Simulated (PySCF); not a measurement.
C3H11NOSi4.
Geometry (GFN2-xTB, Å), atoms numbered from 1 in this order:
```xyz
20
C3H11NOSi4 angstrom
Si    -1.586   -1.640   -1.496
Si    -1.599   -0.548    0.563
Si    -2.179    1.706    0.437
Si     0.376   -0.871    1.744
C      1.573   -0.100    0.523
N      1.156    0.533   -0.538
C      2.278    0.948   -1.187
C      3.359    0.537   -0.473
O      2.911   -0.128    0.612
H     -0.520   -1.168   -2.377
H     -2.844   -1.462   -2.228
H     -1.407   -3.092   -1.373
H     -2.648   -1.213    1.386
H     -1.928    2.432    1.688
H     -3.608    1.892    0.158
H     -1.454    2.411   -0.616
H      0.577   -0.145    3.008
H      0.892   -2.221    2.008
H      2.230    1.502   -2.102
H      4.416    0.637   -0.608
```

Probes without a nucleus sit at each ring's centroid and 1 Å off its mean plane on both sides; NICS is minus the shielding there, NICSzz its component along the normal. Level: GIAO PBE0/pcSseg-1 (PySCF, non-relativistic, gas phase) on the GFN2-xTB geometry, one conformer.

Ring bond lengths (Å), with Mayer bond orders in brackets: C5–N6 1.303 (1.59), N6–C7 1.361 (1.28), C7–C8 1.359 (1.62), C8–O9 1.349 (1.07), O9–C5 1.341 (1.07).

Question: What do the NICS probes read (ppm)?

Answer: 
```tsv
ring	type	NICS(0)	NICS(1), two faces	NICS(1)zz, two faces	rms pucker (Å)	centre to ring atoms, mean (Å)
C5–N6–C7–C8–O9	5-membered ring with N and O; formal bonds all aromatic	-11.7	-11.1 / -11.0	-28.6 / -28.7	0.00	1.14
```

Question: What can be read from them?

Answer: 
- C5–N6–C7–C8–O9: mean NICS(1)zz -28.7 ppm, shielded. For a flat ring without four-coordinate atoms the NICS criterion counts such a value as aromatic.

Question: And the bond-length index? Use HOMA with the parameters of Krygowski (1993).

Answer: 
- C5–N6–C7–C8–O9: HOMA 0.52; the largest term is that of C8–O9, α(R − Ropt)² = 1.12.

Question: What are the shieldings of the ring atoms and their hydrogens in the same run (means over atoms taken as equivalent)?

Answer: 
```json
{"atoms": "C5", "environment": "substituted aromatic carbon", "σ isotropic (ppm)": "16.5"}
{"atoms": "N6", "environment": "pyridine-type nitrogen", "σ isotropic (ppm)": "-59.5"}
{"atoms": "C7", "environment": "aromatic CH next to a ring nitrogen", "σ isotropic (ppm)": "51.7"}
{"atoms": "C8", "environment": "aromatic CH next to a ring oxygen", "σ isotropic (ppm)": "37.4"}
{"atoms": "O9", "environment": "furan-type oxygen", "σ isotropic (ppm)": "-8.7"}
{"atoms": "H19", "environment": "aromatic hydrogen", "σ isotropic (ppm)": "24.27"}
{"atoms": "H20", "environment": "aromatic hydrogen", "σ isotropic (ppm)": "23.69"}
```
